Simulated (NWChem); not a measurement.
Total energies of Se

```
Se
```
Charge 0, spin multiplicity 3.

Program: NWChem.

Basis set: def2-TZVP (48 functions).

| method | total energy (Ha) | relative cost |
|---|---|---|
| UHF | -2399.82719 | 1 |
| UMP2 | -2400.04061 | under 3 |
| UB2PLYP | -2401.11322 | under 3 |
| UPBE | -2401.12489 | under 3 |
| UB3LYP | -2401.52565 | under 3 |
| UTPSS | -2401.41651 | under 3 |

Total energies of different functionals aren't comparable as a measure of quality: only differences taken within one method are. Relative cost: rough, from shared machines, SCF included, UHF = 1.

The Hamiltonian is non-relativistic. The correlated methods keep 9 core orbitals frozen. B3LYP has NWChem's definition, with VWN1-RPA local correlation. The stability of the SCF solutions was not checked. Open-shell Hartree-Fock references start from PBE0 orbitals; any time given for them includes that run.
